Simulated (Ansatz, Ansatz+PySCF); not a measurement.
```yaml
atoms:
  - { symbol: Mg, position_ang: [0.0000, 0.0000, 0.0000] }
  - { symbol: S, position_ang: [0.0000, 0.0000, 2.1430] }
```

Basis set: def2-SVP (spherical functions). Left uncorrelated: 6 orbitals. Charge 0, multiplicity 1.

Computed with Ansatz (development build ahead of 0.2.0); each method stands on the lowest determinant of its kind that the runs found. Restricted open shells among the atoms or ions are ROHF, correlated in semicanonical orbitals with singles.

The atomization energy at this shape (free ground-state atoms in the same class of orbitals less the molecule, no zero-point energy) of singlet MgS:

```
     method  atomization energy
RHF-CCSD(T)             1.57 eV
    RHF-MP2             1.78 eV
        UHF             1.05 eV
```

Question: What does RHF give?

Answer: 0.34 eV. Caution for RHF-CCSD(T), RHF-MP2, RHF: an unrestricted determinant lies well below. Caution for UHF: the unrestricted determinant is a mixture of spin states.
